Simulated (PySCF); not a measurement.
# A ladder of Hamiltonians for Tc²⁵⁺ (technetium, charge +25)

Occupied: 1s1/2, 2s1/2, 2p1/2, 2p3/2, 3s1/2, 3p1/2, 3p3/2. Hartree-Fock calculated with PySCF 2.14 in an even-tempered Gaussian basis (21 s from 1.5 bohr⁻², ratio 2.3; 16 p from 1.8 bohr⁻², ratio 2.3), Gaussian nucleus throughout. NR is non-relativistic, sf-X2C the spin-free one-electron X2C Hamiltonian, X2C adds the bare one-electron spin-orbit term, X2C-SNSO screens it by Boettger's factors, DC is four-component Dirac-Coulomb, and the Gaunt and Breit terms are added at first order (total energies over the DC spinors, levels after relaxing the spinors in that mean field). QED terms are absent. Levels marked empty are virtual spinors of this ion; the basis has s and p functions only, so 3d, which can lie below the n = 4 levels, is absent.

```tsv
Hamiltonian	E (hartree)	E − E(DC) (hartree)	CPU seconds
NR	-3802.9944	79.6726	0.62
sf-X2C	-3881.2089	1.4581	0.37
X2C	-3881.8263	0.8406	0.47
X2C-SNSO	-3881.7689	0.8980	0.47
DC	-3882.6669	0.0000	20
DC+Gaunt	-3879.8858	2.7812	34
DC+Breit	-3880.1521	2.5148	100
```

```csv
level (eV),NR,sf-X2C,X2C,X2C-SNSO,DC,DC+Gaunt,DC+Breit
1s1/2,-21738.5,-22274.4,-22273.2,-22273.3,-22289.0,-22246.7,-22249.7
2s1/2,-4055.7,-4190.2,-4189.9,-4189.9,-4191.6,-4187.7,-4188.0
2p1/2,-3826.7,-3863.2,-3950.3,-3946.1,-3946.5,-3939.9,-3940.6
2p3/2,-3826.7,-3863.2,-3822.6,-3824.5,-3825.9,-3821.2,-3821.8
3s1/2,-1443.3,-1478.5,-1478.4,-1478.4,-1478.8,-1478.0,-1478.0
3p1/2,-1351.6,-1363.8,-1383.1,-1382.1,-1382.2,-1380.8,-1381.0
3p3/2,-1351.6,-1363.8,-1354.8,-1355.3,-1355.5,-1354.5,-1354.7
4s1/2 (empty),-682.54,-694.95,-694.93,-694.93,-695.04,-694.76,-694.80
4p1/2 (empty),-649.93,-654.82,-661.09,-660.78,-660.81,-660.34,-660.41
4p3/2 (empty),-649.93,-654.82,-651.89,-652.03,-652.11,-651.77,-651.84
```

| interval (eV) | X2C | X2C-SNSO | DC | DC+Gaunt | DC+Breit |
| --- | --- | --- | --- | --- | --- |
| 2p3/2 − 2p1/2 | 127.7 | 121.6 | 120.6 | 118.8 | 118.8 |
| 3p3/2 − 3p1/2 | 28.23 | 26.87 | 26.69 | 26.28 | 26.28 |
| 4p3/2 − 4p1/2 | 9.196 | 8.755 | 8.704 | 8.565 | 8.565 |

Weight of the small component: 1s1/2 0.0246, 2s1/2 0.00520, 2p1/2 0.00515, 2p3/2 0.00499, 3s1/2 0.00174, 3p1/2 0.00168, 3p3/2 0.00165, 4s1/2 0.000757, 4p1/2 0.000735, 4p3/2 0.000721.

Koopmans' value for the highest occupied level at DC+Breit: 1354.7 eV, against an ionisation energy of 1354 ± 4 eV (semi-empirical (NIST evaluation); NIST Atomic Spectra Database, ionization energies); the former lacks relaxation, correlation, QED and recoil.

The whole ladder took 160 s of wall time on 1 thread of Neoverse-V1 (shared host), launched as `OMP_NUM_THREADS=1 python relrun2.py TASK.json OUT` (a driver that calls PySCF for each Hamiltonian).
